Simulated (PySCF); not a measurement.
Static response to an electric field

Compound: C₃HN₂O₂Se (charge -1).
Atom-mapped SMILES: `[O:1]=[C:2]([O-:3])[c:4]1[cH:5][n:6][se:7][n:8]1` (hydrogens: H9 on C5)

Structure used (PBE0-D3(BJ)/def2-SVP), in Å, numbered top down from 1:
```xyz
9
C3HN2O2Se angstrom
O     -2.2863   -1.2479    0.0140
C     -1.6178   -0.2317    0.2072
O     -1.9337    0.9105    0.5967
C     -0.0812   -0.3355   -0.0745
C      0.7699    0.8356    0.0735
N      2.0421    0.7129   -0.1661
Se     2.2948   -1.0254   -0.6329
N      0.5301   -1.4265   -0.4415
H      0.3343    1.7902    0.3835
```

Level: PBE0/def2-SVPD (PySCF), static field, nuclei fixed, core orbitals frozen in the response. The polarisability tensor in these axes (au):

```
x   120.60 -10.62 -13.25
y   -10.62  89.17  10.61
z   -13.25  10.61  60.39
```

Q: What are the eigenvalues, a third of the trace, and Δα (Δα² = ½Σ(αi − αj)² over the three pairs)?

A: Principal values 55.47, 87.09 and 127.61 au; mean 90.05 au = 13.34 Å³ = 14.85 × 10⁻⁴⁰ C²·m²/J; Δα = 62.63 au (70 % of the mean).

Q: Rayleigh depolarisation ratio (linearly polarised light, static tensor)?

A: ρ = 3Δα²/(45ᾱ² + 4Δα²) = 11768.7/(364939 + 15691.6) = 0.0309.

Q: Traceless (Buckingham) quadrupole moment about the centre of nuclear charge: eigenvalues?

A: -34.65, 9.62, 25.03 D·Å. The values depend on the origin, since the species is charged. The electronic extent ⟨r²⟩ about the same centre is 1380 bohr², a root-mean-square distance of 2.14 Å for the 84 electrons.

Q: Sum over states: ᾱ = Σ f/ω², ω in Eh. What share falls to these 6 lowest TDDFT singlets (eV, f)? 3.08, 0.0000; 3.18, 0.0003; 3.74, 0.0078; 4.04, 0.0114; 4.17, 0.0075; 4.49, 0.0001.

A: They add up to 1.27 au, 1.4 % of the 90.05 au; the largest single term is 0.52 au, from the state at 4.04 eV. Terms in order: 0.00, 0.02, 0.41, 0.52, 0.32, 0.00 au. Higher excitations give the rest. The strengths listed sum to 0.027.

Q: Directions of the eigenvectors, and the extent of the frame along each?

A: Largest value along (0.92, -0.32, -0.23), where the nuclei span 4.79 Å; middle along (0.36, 0.91, 0.18), 3.79 Å; least along (0.15, -0.25, 0.96), 0.08 Å. The response follows the extents in order.

Geometry: PBE0-D3(BJ)/def2-SVP; no solvent, vibrations or thermal averaging. The calculation is non-relativistic, for selenium too.
